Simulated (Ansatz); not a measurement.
A structure relaxed at PBE0-D4/def2-TZVP, charge 0, multiplicity 1:

```
atom   x (Å)   y (Å)   z (Å)
  C1  -0.734   0.872   1.520
  C2  -0.658   0.166   0.206
  N3  -1.706  -0.065  -0.464
 Ge4   1.101  -0.416  -0.480
  O5   0.610  -1.304  -1.950
  H6  -0.136   1.789   1.500
  H7  -1.770   1.122   1.753
  H8  -0.324   0.244   2.318
  H9  -1.489  -0.556  -1.335
 H10   1.839  -1.374   0.477
 H11   2.030   0.751  -0.874
 H12   1.237  -1.228  -2.671
```

(1) Give its formula and SMILES.

(2) Summarise the bond lengths by kind.

Results:

(1) C2H7GeNO, `C[C](=N)[GeH2][OH]`.

(2) 1 × C–C 1.494 Å; 3 × C–H 1.091 to 1.095 Å; 1 × C–N 1.265 Å; 1 × C–Ge 1.976 Å; 1 × H–N 1.023 Å; 1 × Ge–O 1.787 Å; 2 × Ge–H 1.541 to 1.543 Å; 1 × H–O 0.958 Å.

Program: Ansatz 0.2.0.
